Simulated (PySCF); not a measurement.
C₄H₉O, SMILES CC(C)(C)[O], multiplicity 2. Atoms are numbered in the order given.

```xyz
14

C     -0.5797    -1.3749     0.0000
C      0.0819     0.0237     0.0000
C     -0.3104     0.7888    -1.2679
C     -0.3104     0.7888     1.2679
O      1.4203    -0.2674     0.0000
H     -1.6721    -1.2449     0.0000
H     -0.2843    -1.9404     0.8945
H     -0.2843    -1.9404    -0.8945
H     -1.3950     0.9723    -1.3052
H      0.2031     1.7616    -1.2951
H     -0.0133     0.2196    -2.1604
H     -0.0133     0.2196     2.1604
H     -1.3950     0.9723     1.3052
H      0.2031     1.7616     1.2951
```
Charge 0, spin multiplicity 2.

Coordinates come from a PBE0-D3(BJ)/def2-SVP optimisation. The isomer is the one that the SMILES or the coordinates give; other isomers of the formula were not compared.

Computed with PBE0/def2-TZVP (PySCF).

The molecule is in vacuum.

### Question
Estimate the frontier levels, dipole moment and polarisability. (The exact figures need the calculation; the answer reports its results.)

### Answer

```
Property                                                                                                        Result
---------------------------------------------------------------------------------------------  -----------------------
α spin, highest occupied and lowest empty level                                                      -7.93 and 1.00 eV
β spin, highest occupied and lowest empty level                                                     -7.44 and -3.30 eV
dipole moment                                                                                                   2.04 D
quadrupole, principal values (traceless, Buckingham form, about the centre of nuclear charge)    -4.15, 1.05, 3.11 D·Å
mean static polarisability                                                                        55.3 bohr³ (8.19 Å³)
polarisability, principal values                                                                52.5, 54.8, 58.4 bohr³
⟨S²⟩                                                                                           0.754 (pure state 0.75)
```
